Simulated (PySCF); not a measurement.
HO3Ta, SMILES [O]=[Ta]([OH])=[O], multiplicity 1.

Geometry: PBE0-D3(BJ)/def2-SVP. The geometry has at least one imaginary mode, so it is a saddle point at that level. The multiplicity is an assumed one; other spin states were not compared. The def2 effective core potentials stand for the cores of Ta; spin–orbit coupling is left out. One conformer was computed; it need not be the lowest.

Calculation: PBE/def2-TZVPD run with PySCF.

Symmetry labels are those of the subgroup Cs that the program uses (full group Cs).

Computed valence orbital energies around the gap with their symmetry:
| orbital | symmetry | energy (eV) |
|---|---|---|
| HOMO−7 | A" | -9.14 |
| HOMO−6 | A' | -9.03 |
| HOMO−5 | A' | -8.73 |
| HOMO−4 | A" | -8.45 |
| HOMO−3 | A' | -7.78 |
| HOMO−2 | A' | -7.44 |
| HOMO−1 | A" | -7.35 |
| HOMO | A" | -6.35 |
| LUMO | A' | -4.33 |
| LUMO+1 | A' | -2.09 |
| LUMO+2 | A" | -1.39 |
| LUMO+3 | A' | -0.96 |
